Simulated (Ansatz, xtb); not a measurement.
**Ligand exchange: C2H6OSi2 + C3H8O2 → C2H6O2Si2 + C3H8O**

Species: C2H6OSi2 `O[SiH2]C#C[SiH3]`, singlet; C3H8O2 (1,2-propanediol) `CC(O)CO`, singlet; C2H6O2Si2 `O[SiH2]C#C[SiH2]O`, singlet; C3H8O (1-propanol) `CCCO`, singlet. The partners trade H for OH: Si–H and C–OH bonds give way to Si–OH and C–H.

Shapes, held fixed at every level: PBE0-D4/def2-TZVP. Flexible molecules stand in one conformer, not always the lowest. Programs: Ansatz 0.2.0, xtb 6.7.1. Electronic energies: no zero-point or thermal term.

Estimate ΔE of this reaction.

The highest level, CCSD(T)/CBS estimate, gives ΔE = -154.8 kJ/mol; the levels span -222.3 to -134.7. GFN1-xTB strays far from the other rows. The column of differences is taken from that level and isn't an error. No measured value is set beside it here. The CBS estimate extrapolates MP2 from def2-TZVPP and def2-QZVPP and adds CCSD(T) − MP2 in the triple-zeta set, cores frozen.

```tsv
level	kind	ΔE (kJ/mol)	less CCSD(T)/CBS estimate
GFN1-xTB	semi-empirical	-222.3	-67.5
HF/def2-SVP	Hartree–Fock	-134.7	+20.1
HF/def2-TZVPP	Hartree–Fock	-160.3	-5.5
B3LYP-D4/def2-TZVPP	global hybrid	-152.0	+2.8
wB97X-V/def2-TZVPP	range-separated hybrid	-147.3	+7.5
MP2/def2-TZVPP	perturbation theory	-159.8	-5.0
CCSD/def2-TZVPP	coupled cluster or CI	-153.6	+1.2
CCSD(T)/CBS estimate	coupled cluster or CI	-154.8	0.0
```
